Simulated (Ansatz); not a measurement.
A nudged elastic band was laid between two geometries of Cl3GeH + FH (7 atoms, charge 0, multiplicity 1).

These are results of Ansatz 0.2.0, RKS PBE0/def2-SVP, not measurements.

```
movable images  : 5
climbing image  : yes
spring          : 5.0 eV/Å²
optimiser       : quadratic models (default)
start path      : through a guess of the saddle point
force threshold : 0.05 eV/Å
iteration limit : 60
end points      : relaxed
```

Image 0:

```xyz
7
Properties=species:S:1:pos:R:3
Ge 0.303 0.138 -0.045
H 0.570 0.369 1.433
Cl 2.129 -0.261 -1.084
Cl -0.650 1.788 -0.998
Cl -0.942 -1.611 -0.344
F -2.085 0.165 1.815
H -2.211 -0.588 1.286
```

Image 6:

```xyz
7
Properties=species:S:1:pos:R:3
Ge -0.492 -0.009 -0.859
H -0.099 0.019 3.608
Cl 1.555 -0.177 -0.351
Cl -0.868 1.761 -1.957
Cl -1.164 -1.720 -1.908
F -1.387 0.087 0.608
H -0.432 0.038 2.923
```

Question: What changes between the two ends?

Answer: Bonds broken: Ge1–H2, F6–H7. Bonds formed: Ge1–F6, H2–H7. Cl3GeH + FH becomes Cl3FGe + H2.

Question: Give the energies along the band, and the barrier.

Answer: The run converged. The highest image is number 3 of 0 to 6, 41.0 kcal/mol above the first end and 44.0 kcal/mol above the last; the last end lies 3.0 kcal/mol below the first. Neighbouring images differ by up to 1.4 eV, so the band resolves the path poorly. A vibrational analysis at the climbing image gives one clearly imaginary mode, 1154i cm⁻¹: a first-order saddle point. The orbitals stay closed-shell, which can raise the energy where a bond breaks towards radicals; this wasn't checked here.

| image | path coordinate (Å) | energy (kcal/mol) | Ge1–H2 (Å) | F6–H7 (Å) | Ge1–F6 (Å) |
| --- | --- | --- | --- | --- | --- |
| 0 | 0.00 | 0.0 | 1.52 | 0.93 | 3.03 |
| 1 | 0.96 | 3.2 | 1.52 | 0.92 | 2.94 |
| 2 | 1.93 | 8.3 | 1.54 | 0.93 | 2.67 |
| 3 | 2.89 | 41.0 | 1.80 | 1.25 | 1.96 |
| 4 | 3.96 | 10.1 | 2.65 | 1.89 | 1.74 |
| 5 | 5.02 | -1.8 | 3.58 | 2.29 | 1.72 |
| 6 | 6.08 | -3.0 | 4.48 | 2.50 | 1.72 |

Question: What is the geometry of the highest image?

Answer: 
```xyz
7
Properties=species:S:1:pos:R:3:forces:R:3
Ge -0.335 -0.029 -0.077 0.01 0.00 0.01
H 0.197 0.075 1.641 0.00 0.00 0.00
Cl 1.795 -0.148 -0.461 0.00 0.00 0.00
Cl -0.896 1.759 -1.082 0.00 0.00 0.00
Cl -1.049 -1.870 -0.869 0.00 0.00 0.00
F -1.848 0.101 1.160 0.00 0.00 0.00
H -0.749 0.111 1.751 0.00 0.00 0.00
```

The band took 12 iterations and roughly 8 core-minutes.

The run took 2.2 min on 4 threads of Intel(R) Xeon(R) Platinum 8259CL CPU @ 2.50GHz (Skylake/Cascade Lake) (shared host), peak memory 0.31 GiB.
